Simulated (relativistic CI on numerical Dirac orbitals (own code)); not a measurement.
Calculated at this level of theory: Dirac-Coulomb-Breit CI, KLI orbitals optimised for each configuration, model QED (radiative potential, 1s self-energy scaled to tabulated hydrogen-like ionisation energies), valence Slater integrals scaled by 0.9, P86 correlation estimate, and configurations built on the next ion tied to the tabulated ionisation energy (semi-empirical) (own radial code, finite nucleus).

CI space (outside the closed core [Ne]): 3s²3p², 3s²3p3d, 3s²3p4s, 3s²3p4p, 3s²3p4d, 3s²3p5s, 3s²3p4f, 3s3p³, 3p⁴, 3s²3d², 3s3p²3d, 3p²3d², 3p³3d, 3s3p3d², 3s²3d4s, 3s²3d4p, 3p³4s, 3p³4p, 3s3p²4s, 3s3p3d4s, 3s3p3d4p, 3s3p²4p, 3s²4s², 3p²3d4s. Levels of other configurations are missing.

Configurations that consist of the next ion and one excited electron were tied to the tabulated ionisation energy; Rydberg ones are usually within 1,000 to 3,000 cm⁻¹ and the lowest ones within about 6,000 (9,000 in d shells), while levels on excited terms of the next ion carry the error of that term, and the other configurations can be misplaced by 10,000 cm⁻¹ or more. Rates follow the energies as ν³ (E1, M1) or ν⁵ (E2), so rates, branching and lifetimes can be off by large factors.

Outline of the computed level scheme of Ti IX. Lowest level of each configuration: 3s²3p² ³P0 at 0.0000 eV; 3s3p³ ⁵S°2 at 18.4300 eV; 3s²3p3d ³F°2 at 36.6570 eV; 3p⁴ ³P2 at 54.1353 eV; 3s3p²3d ⁵F1 at 56.9445 eV.

Some strong electric-dipole decays among the lowest 45 levels: 3s²3p3d ¹F°3 → 3s²3p² ¹D2 (4.7e+10 s⁻¹); 3s²3p3d ³D°3 → 3s²3p² ³P2 (4.4e+10 s⁻¹); 3s²3p3d ¹D°2 → 3s²3p² ¹D2 (3.8e+10 s⁻¹); 3s²3p3d ¹P°1 → 3s²3p² ¹S0 (3.8e+10 s⁻¹); 3s²3p3d ³P°0 → 3s²3p² ³P1 (3.0e+10 s⁻¹); 3s²3p3d ³D°2 → 3s²3p² ³P1 (2.5e+10 s⁻¹); 3s²3p3d ³D°1 → 3s²3p² ³P1 (2.5e+10 s⁻¹); 3s²3p3d ³D°2 → 3s²3p² ³P2 (1.9e+10 s⁻¹).

LS names give the leading component of a level, which can be under half, so a name can repeat, a term be missing and a line seem to break the LS rules.
